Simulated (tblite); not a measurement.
C5H5BF2Si.
Bonds: F1–B2, B2–F3, B2–C4, C4–C5 (triple), C5–C6, C6–C7 (double), C7–C8, C8–Si9, C6–Si9. Hydrogens: H10 on C7; H11, H12 on C8; H13, H14 on Si9.

Computed with GFN2-xTB (tblite), gas phase: L-BFGS steps from a force-field or distance-geometry start until the largest atomic force falls under 0.01 eV/Å.

The end geometry, which sets the zero of energy:
```
atom  x, y, z in Å
F1      4.5305    0.0232   -1.0613
B2      3.7870   -0.4884   -0.0928
F3      4.4703   -1.1857    0.8006
C4      2.3015   -0.2917   -0.0164
C5      1.1010   -0.1195    0.0732
C6     -0.2743    0.0521    0.0926
C7     -1.0989    0.3949    1.1010
C8     -2.4772    0.4168    0.5066
Si9    -1.6885   -0.0708   -1.1869
H10    -0.8485    0.6269    2.1251
H11    -3.1511   -0.3003    0.9755
H12    -2.9543    1.3943    0.5770
H13    -1.9910   -1.4071   -1.6908
H14    -1.7072    0.9546   -2.2256
```

Problem. These geometries come from the run, each turned onto the end geometry. Order them by energy, lowest first.
A.
```
atom  x, y, z in Å
F1      4.4782   -0.0507   -1.2317
B2      3.7893   -0.4743   -0.1512
F3      4.4552   -1.1829    0.7837
C4      2.2428   -0.2595   -0.0234
C5      1.0735   -0.1039    0.0970
C6     -0.3040    0.0784    0.1728
C7     -1.1515    0.4326    1.1908
C8     -2.5104    0.4237    0.5094
Si9    -1.6644   -0.0686   -1.1713
H10    -0.9278    0.6521    2.2257
H11    -3.1265   -0.3853    0.8301
H12    -2.9817    1.3796    0.4960
H13    -1.9122   -1.4134   -1.6164
H14    -1.4611    0.9714   -2.1337
```
B.
```
atom  x, y, z in Å
F1      4.4759   -0.0618   -1.1833
B2      3.7717   -0.4930   -0.1480
F3      4.4872   -1.1633    0.7414
C4      2.2961   -0.2669   -0.0007
C5      1.1029   -0.0963    0.1668
C6     -0.2722    0.0682    0.1758
C7     -1.1424    0.4071    1.1447
C8     -2.4977    0.4061    0.4957
Si9    -1.6283   -0.0623   -1.1671
H10    -0.9529    0.6582    2.1761
H11    -3.1758   -0.3322    0.9290
H12    -2.9982    1.3742    0.5468
H13    -1.9158   -1.3973   -1.6878
H14    -1.5512    0.9587   -2.2116
```
C.
```
atom  x, y, z in Å
F1      4.4673   -0.0664   -1.1818
B2      3.7462   -0.4920   -0.1591
F3      4.4536   -1.1507    0.7430
C4      2.2817   -0.2606   -0.0283
C5      1.0923   -0.0955    0.1365
C6     -0.2726    0.0697    0.1829
C7     -1.1392    0.4138    1.1536
C8     -2.4936    0.4133    0.4887
Si9    -1.6190   -0.0659   -1.1570
H10    -0.9395    0.6521    2.1860
H11    -3.1634   -0.3542    0.8803
H12    -3.0118    1.3722    0.5315
H13    -1.9202   -1.4161   -1.6323
H14    -1.4825    0.9795   -2.1661
```
D.
```
atom  x, y, z in Å
F1      4.4723   -0.0604   -1.1895
B2      3.7648   -0.4962   -0.1588
F3      4.4648   -1.1578    0.7493
C4      2.2878   -0.2636   -0.0249
C5      1.0983   -0.0926    0.1659
C6     -0.2770    0.0677    0.1788
C7     -1.1493    0.4096    1.1459
C8     -2.4959    0.4057    0.4827
Si9    -1.6158   -0.0644   -1.1696
H10    -0.9444    0.6555    2.1771
H11    -3.1719   -0.3339    0.9091
H12    -3.0095    1.3631    0.5481
H13    -1.9194   -1.4065   -1.6501
H14    -1.5056    0.9732   -2.1862
```
E.
```
atom  x, y, z in Å
F1      4.4529   -0.0475   -1.1714
B2      3.7755   -0.4993   -0.1269
F3      4.5062   -1.1728    0.7466
C4      2.3014   -0.2721    0.0306
C5      1.1046   -0.0936    0.1534
C6     -0.2710    0.0696    0.1594
C7     -1.1324    0.4081    1.1375
C8     -2.4893    0.4110    0.4937
Si9    -1.6342   -0.0701   -1.1727
H10    -0.9235    0.6469    2.1694
H11    -3.1712   -0.3179    0.9326
H12    -2.9872    1.3801    0.5437
H13    -1.9131   -1.4011   -1.7080
H14    -1.6196    0.9580   -2.2101
```

Solution. E (0.005 eV), B (0.010 eV), D (0.018 eV), C (0.036 eV), A (0.343 eV).

In the order of the answer:

```
step  E above end (eV)  largest force (eV/Å)  rms force component (eV/Å)  rms distance from end (Å)  rms bond change (Å)  bond most changed (Å)
  25             0.005                  0.05                       0.017                      0.074                0.001          C8–Si9 +0.003
  16             0.010                  0.09                       0.035                      0.089                0.002          C8–Si9 +0.003
  11             0.018                  0.11                       0.044                      0.099                0.002          C6–Si9 -0.006
   7             0.036                  0.31                       0.103                      0.106                0.006           B2–C4 -0.012
   2             0.343                  4.88                       1.075                      0.121                0.027           B2–C4 +0.066
```

The cost below is that of the whole relaxation. The run took 0.68 s wall on an Arm Neoverse N1 with one thread, shared host with 64 logical CPUs at a one-minute load of 61.
